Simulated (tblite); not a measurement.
C8H13B.
Bonds: C1–B2, B2–C3, B2–C4, C4–C5 (double), C5–C6, C6–C7 (double), C7–C8, C8–C9, C4–C9. Hydrogens: H10, H11, H12 on C1; H13, H14, H15 on C3; H16 on C5; H17 on C6; H18 on C7; H19, H20 on C8; H21, H22 on C9.

Computed with GFN2-xTB (tblite), gas phase: L-BFGS steps from a force-field or distance-geometry start until the largest atomic force falls under 0.01 eV/Å.

Step 1: E = -678.5903 eV
```
atom  x, y, z in Å  |  force x, y, z in eV/Å
C1     -2.6032   -0.9985   -0.3805    0.156   0.237   0.006
B2     -1.5360    0.1814   -0.2191    0.121  -0.055   0.127
C3     -2.0460    1.6892   -0.2998    0.030  -0.229   0.005
C4     -0.0204   -0.1313    0.0514   -0.137   0.070   0.205
C5      0.4236   -1.3980    0.2513    0.044   0.091  -0.120
C6      1.8151   -1.6934    0.5398   -0.168  -0.118   0.173
C7      2.7546   -0.7540    0.4247    0.075   0.144  -0.119
C8      2.4168    0.6069   -0.1209   -0.108  -0.108   0.063
C9      0.9808    1.0099    0.2498   -0.034  -0.140  -0.071
H10    -2.3137   -1.6517   -1.2168   -0.207   0.075   0.396
H11    -3.6086   -0.6039   -0.5848    0.319  -0.303   0.079
H12    -2.6500   -1.6005    0.5420   -0.031   0.134  -0.506
H13    -1.7817    2.2295    0.6251   -0.080  -0.065  -0.543
H14    -3.1346    1.7334   -0.4273    0.337   0.174   0.050
H15    -1.5842    2.1982   -1.1618   -0.185  -0.031   0.480
H16    -0.2778   -2.2332    0.2091    0.308   0.257  -0.052
H17     2.1024   -2.6910    0.8667   -0.265   0.167  -0.036
H18     3.7894   -0.9857    0.6592   -0.127   0.149  -0.130
H19     2.4972    0.5620   -1.2224    0.099   0.038   0.268
H20     3.1268    1.3550    0.2536   -0.127  -0.119  -0.162
H21     0.6905    1.8813   -0.3543    0.039  -0.243   0.219
H22     0.9488    1.3139    1.3141   -0.060  -0.126  -0.334
```

Step 2: E = -678.6344 eV
```
atom  x, y, z in Å  |  force x, y, z in eV/Å
C1     -2.6018   -0.9915   -0.3800    0.422   0.144  -0.029
B2     -1.5300    0.1792   -0.2153   -0.161   0.049   0.063
C3     -2.0475    1.6846   -0.2997    0.223  -0.384   0.003
C4     -0.0277   -0.1308    0.0567    0.238   0.096   0.157
C5      0.4289   -1.3943    0.2484   -0.197   0.071  -0.081
C6      1.8096   -1.6939    0.5438    0.209   0.233   0.066
C7      2.7545   -0.7527    0.4217   -0.177  -0.092  -0.024
C8      2.4151    0.6054   -0.1191   -0.179  -0.149   0.030
C9      0.9804    1.0092    0.2471   -0.059  -0.414   0.030
H10    -2.3193   -1.6497   -1.2058   -0.096  -0.019   0.177
H11    -3.5978   -0.6133   -0.5822   -0.077  -0.051  -0.008
H12    -2.6508   -1.5963    0.5272   -0.019  -0.024  -0.154
H13    -1.7841    2.2271    0.6092    0.016   0.082  -0.160
H14    -3.1233    1.7382   -0.4257   -0.060   0.108   0.003
H15    -1.5896    2.1969   -1.1479   -0.026   0.070   0.162
H16    -0.2706   -2.2272    0.2076    0.225   0.161  -0.058
H17     2.0956   -2.6872    0.8660   -0.221   0.018   0.019
H18     3.7864   -0.9816    0.6558   -0.031   0.108  -0.105
H19     2.4998    0.5631   -1.2146    0.088   0.018   0.076
H20     3.1225    1.3510    0.2487   -0.019   0.006  -0.055
H21     0.6921    1.8730   -0.3471   -0.048   0.031  -0.014
H22     0.9471    1.3102    1.3044   -0.051  -0.063  -0.101
```

Question: Estimate the geometry and energy of step 3. (The exact step hangs on the optimiser's Hessian estimate; all steps are aligned on step 2, rigid shifts and turns removed.)

Answer: E = -678.6512 eV, largest force 0.306 eV/Å
```
atom  x, y, z in Å  |  force x, y, z in eV/Å
C1     -2.5947   -0.9859   -0.3801    0.224   0.079  -0.025
B2     -1.5294    0.1789   -0.2124   -0.075   0.042   0.052
C3     -2.0450    1.6764   -0.2996    0.108  -0.232   0.006
C4     -0.0277   -0.1296    0.0616    0.153   0.068   0.071
C5      0.4291   -1.3909    0.2460   -0.084   0.053  -0.011
C6      1.8109   -1.6885    0.5462   -0.128  -0.153   0.073
C7      2.7502   -0.7550    0.4202    0.227   0.205  -0.017
C8      2.4118    0.6027   -0.1177   -0.105  -0.126   0.011
C9      0.9794    1.0027    0.2463   -0.058  -0.220   0.010
H10    -2.3233   -1.6492   -1.1981    0.008  -0.092   0.007
H11    -3.5939   -0.6184   -0.5812   -0.111   0.035  -0.025
H12    -2.6513   -1.5948    0.5181    0.014  -0.089   0.030
H13    -1.7848    2.2274    0.5994    0.071   0.116   0.027
H14    -3.1190    1.7421   -0.4249   -0.127   0.045  -0.009
H15    -1.5923    2.1975   -1.1391    0.069   0.089  -0.009
H16    -0.2642   -2.2223    0.2059    0.115   0.041  -0.067
H17     2.0891   -2.6857    0.8662   -0.200   0.045   0.023
H18     3.7849   -0.9779    0.6525   -0.053   0.090  -0.101
H19     2.5024    0.5638   -1.2099    0.067  -0.004  -0.029
H20     3.1200    1.3492    0.2454   -0.019   0.014  -0.002
H21     0.6920    1.8695   -0.3440   -0.056   0.034  -0.053
H22     0.9456    1.3075    1.2984   -0.041  -0.040   0.039
```

The energy changes by -0.0168 eV. The first-order estimate −F·Δx gives -0.0278 eV and the mean of the old and new forces, exact on a quadratic surface, -0.0168 eV. The step makes an angle of 40° with the force vector and moves no atom by more than 0.010 Å.

The cost below is that of the whole relaxation. Hardware: one thread, Arm Neoverse V2 (aarch64), no GPU, shared host. Cost: 0.71 s of wall time.
